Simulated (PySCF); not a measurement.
B(Cl)(Et)(OH) (C2H6BClO), SMILES OB(CC)Cl.

The structure is a stationary point at PBE0-D3(BJ)/def2-SVP. The structure was generated by enumeration, and PubChem lists no compound with its InChIKey, so it may never have been made. One conformer was computed; it need not be the lowest.

Two levels are set side by side: PBE/def2-TZVP (PySCF) and ωB97X/def2-TZVP (PySCF). Same geometry, gas phase. Differences are taken from unrounded values.

```
quantity                       PBE
---------------------------  -----
orbital gap (eV)              6.46
highest occupied level (eV)  -7.37
lowest empty level (eV)      -0.91
dipole moment (D)             0.64
mean polarisability (bohr³)   55.6
```

**Question.** These are the PBE values. What does ωB97X give? (The exact figures need the calculation; the answer reports its results.)

**Answer.** 
| quantity | ωB97X | PBE minus ωB97X |
|---|---|---|
| orbital gap (eV) | 13.60 | -7.14 |
| highest occupied level (eV) | -11.25 | 3.87 |
| lowest empty level (eV) | 2.35 | -3.26 |
| dipole moment (D) | 0.62 | 0.03 |
| mean polarisability (bohr³) | 52.8 | 2.8 |

PBE's occupied levels lie high since its potential decays too fast outside the molecule; exact exchange lowers them and widens the gap. Loosely held outer electrons make PBE densities more polarisable. Differences between two approximate levels are no errors against the true value.

Rough cost on one machine, each run with all the roots and properties that it gave: ωB97X against PBE within a factor of 2.
